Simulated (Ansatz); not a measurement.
`BC[CH2][ZnH]`, charge 0, multiplicity 1.

Q: Give a relaxed structure at PBE0-D4/def2-TZVP (the Gaussian-basis code of Ansatz). (Estimate.)

A: Computed: 
```xyz
11

B     0.2261   -0.2566   -1.5515
C     0.6892   -0.6173   -0.1252
C     0.3100    0.3085    1.0323
Zn   -1.5519    0.9171    1.0023
H     0.7552   -0.7155   -2.5235
H    -0.7506    0.4327   -1.7122
H     0.1391   -1.5822   -0.0382
H     1.7405   -0.9308   -0.0902
H     0.5281   -0.1584    1.9990
H     0.9370    1.2075    0.9961
H    -3.0227    1.3949    1.0111
```
This is one stationary point; other conformers may exist.
